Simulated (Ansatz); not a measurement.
`[SiH3][SiH2][S][GeH3]` at its PBE0-D4/def2-TZVP geometry, where that method's forces vanish. The species carries charge 0 and has multiplicity 1.

```xyz
12

Si   -0.7276    0.4302    1.9259
Si    0.2277   -1.2376    0.5897
S     1.7917   -0.4624   -0.6497
Ge    0.5538    0.5885   -2.1727
H    -1.8007   -0.1417    2.7853
H     0.3198    1.0321    2.7925
H    -1.3201    1.4972    1.0759
H    -0.8151   -1.8899   -0.2515
H     0.8676   -2.2721    1.4445
H     1.5535    1.1396   -3.1955
H    -0.4106   -0.4136   -2.8246
H    -0.2401    1.7298   -1.5198
```

Q: What forces (eV/Å) does B3LYP-D4/def2-TZVPP give on these atoms in Ansatz 0.2.0? (Estimate.)

A: Ansatz gave: 
```
Si1 -0.058  0.092  0.071
Si2 -0.107 -0.223  0.107
S3   0.229 -0.052  0.065
Ge4 -0.092  0.131 -0.191
H5   0.062  0.040 -0.046
H6  -0.068 -0.032 -0.049
H7   0.038 -0.066  0.059
H8   0.065  0.038  0.058
H9  -0.046  0.058 -0.049
H10 -0.007  0.007 -0.010
H11 -0.008  0.007 -0.008
H12 -0.007  0.000 -0.009
```

B3LYP here is the variant with VWN-RPA as its local correlation; programs differ in this.
